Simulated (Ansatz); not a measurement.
A structure drawn as `[SH][Sn]([SH])([SH])[SH]`, with this starting geometry:

```xyz
9

S    -1.307   -1.868   -0.699
Sn    0.019    0.038   -0.246
S     1.572    0.310   -2.036
S     1.258   -0.286    1.746
S    -1.364    1.987   -0.064
H    -2.105   -1.698    0.502
H     2.175   -0.932   -1.852
H     1.864    0.962    1.655
H    -2.112    1.487    0.994
```

Charge 0, multiplicity 1. Sn takes the def2 core potential.

Q: Relax it with Ansatz at PBE-D4/def2-SVP and then PBE0-D4/def2-TZVP. Is the drawn bonding still there?

A: Yes, every drawn bond is still there and no new one forms.

Q: Give the relaxed structure. (Estimate.)

A: Computed: 
Z-matrix (Å, degrees):
```
Sn
S 1 2.387
S 1 2.397 2 112.6
S 1 2.393 2 111.3 3 -117.1
S 1 2.392 2 103.6 3 121.2
H 2 1.344 1 92.1 3 35.9
H 3 1.344 1 92.3 2 83.5
H 4 1.345 1 91.8 2 151.7
H 5 1.344 1 92.2 2 154.3
```
All modes are real.

Atoms count as bonded under 1.1 times the sum of their covalent radii (H–H under 0.85 Å, pairs among N, O and F under 1.55 Å), and a drawn bond as lost past 1.3 times.
